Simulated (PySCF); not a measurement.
# MH anions for M along group 15

PBE0 with double-zeta basis sets in PySCF, for the lowest determinant that a PBE0 search found; no spin–orbit coupling. De refers to high-spin ground-configuration atoms (the charge goes to the atom of lower measured ionisation energy or higher electron affinity, which is not always the lowest computed limit). A positive dipole points towards H; it is taken about the centre of mass and depends on that origin.

| M | basis | charged atom | state (unpaired electrons) | Re (Å) | ωe (cm⁻¹) | De (eV) | μ (D) |
| --- | --- | --- | --- | --- | --- | --- | --- |
| P | aug-cc-pV(D+d)Z/aug-cc-pVDZ | H− | doublet (π ↑) | 1.448 | 2273 | 3.52 | 0.17 |
| As | aug-cc-pVDZ-PP/aug-cc-pVDZ | As− | doublet (π ↑) | 1.552 | 2047 | 3.04 | -0.36 |
| Sb | aug-cc-pVDZ-PP/aug-cc-pVDZ | Sb− | doublet (π ↑) | 1.740 | 1817 | n/a | -0.67 |
| Bi | aug-cc-pVDZ-PP/aug-cc-pVDZ | Bi− | doublet (π ↑) | 1.824 | 1679 | 2.53 | -1.24 |

The shortest bond is that of PH⁻ (1.448 Å), the longest that of BiH⁻ (1.824 Å).

Down a group the atoms grow and get heavier, so bonds lengthen and wavenumbers fall; this series shows no clear exception.

Spin–orbit coupling is left out, which matters for elements this heavy, above all for dissociation energies. For an ion De counts to the pair picked by the measured ionisation energies or electron affinities, which need not be the lowest pair at this level. The highest Kohn–Sham level is positive in some of these anions. Much of that is self-interaction error, but it also means that the finite basis helps to hold the extra electron. States were picked by a PBE0 search and need not be the measured ground states.
